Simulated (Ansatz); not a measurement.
`[NH2][SnH]([NH2])[NH2]`, charge 0, multiplicity 1.

(1) Give a relaxed structure at PBE0-D4/def2-TZVP (Ansatz 0.2.0). (Best estimate.)

Results:

(1) The calculation gave: 
Z-matrix (Å, degrees):
```
Sn
N 1 2.018
N 1 2.022 2 100.4
N 1 2.023 2 114.2 3 113.7
H 1 1.712 2 108.3 3 -126.6
H 2 1.012 1 113.9 3 178.9
H 2 1.012 1 112.7 3 -58.3
H 3 1.011 1 115.0 2 -174.7
H 3 1.012 1 113.3 2 -49.6
H 4 1.011 1 114.0 2 -89.8
H 4 1.011 1 114.8 2 144.2
```
This is one stationary point; other conformers may exist.
